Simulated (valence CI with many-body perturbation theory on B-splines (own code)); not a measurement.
**Ag XV: key properties**

Method: valence CI with perturbative core correlation (CI+MBPT): five valence electrons over a frozen Dirac-Fock core [Ar] 3d10, radial functions for each j: 9 s, 9 p, 8 d, 6 f, 3 g, 1 h, with the one-electron correlation potential Σ1, the two-electron term Σ2, the three-electron term Σ3, Breit, model QED; selected CI, second order for the rest (own B-spline code, finite nucleus).

No measured levels were compared; by estimate levels hold to about 250 cm⁻¹ or 0.2 % of their energy and the worst to 1 %, as in measured heavy ions of charge 2 to 7; those with d or f electrons hold less well. Among the levels kept, up to 920 cm⁻¹ of a level comes from second order outside the variational space, and about a tenth of that is noise between levels of different J, which matters for small intervals.

Names give the largest LS component (configuration and term), which can be under half, so a name can repeat, a term be missing and a line seem to break the LS rules; names also repeat where a configuration has a term twice.

Rates and lifetimes use the calculated energies. Strong lines usually hold to 10 to 20 %, long lifetimes can be off by a factor of two.

What is the ground level?

4s2 4p3 4S°_3/2, composition 61 % 4s2 4p3 4S° + 25 % 4s2 4p3 2P° + 12 % 4s2 4p3 2D°, g = 1.686.

Where does the other parity begin?

At 4s 4p4 4P_5/2, 40.580 eV.

Name the longest-lived excited levels whose lifetime is computed, and their main decay.

4s2 4p3 2D°_5/2 at 7.625 eV lives 2.97 ms, mostly by M1 to 4s2 4p3 4S°_3/2; 4s2 4p3 2D°_3/2 at 5.608 eV lives 580 μs, mostly by M1 to 4s2 4p3 4S°_3/2; 4s2 4p3 2P°_1/2 at 10.789 eV lives 313 μs, mostly by M1 to 4s2 4p3 4S°_3/2. The lifetime of 4s2 4p2 4d 4F_9/2 is too uncertain to give, and may be longer.

Among levels below 80.314 eV, which E1 lines absorb most strongly from the ground level?

to 4s2 4p2 4d 4P_5/2 at 16.71 nm, f = 0.988; to 4s2 4p2 4d 4P_3/2 at 16.56 nm, f = 0.616; to 4s2 4p2 4d 4P_1/2 at 16.54 nm, f = 0.310.

What are the static dipole polarisabilities of the lowest levels?

4s2 4p3 4S°_3/2 0.512 (tensor 0.015); 4s2 4p3 2D°_3/2 0.523 (tensor 0.024); 4s2 4p3 2D°_5/2 0.524; 4s2 4p3 2P°_1/2 0.520 bohr³, of which the core gives 0.0271.
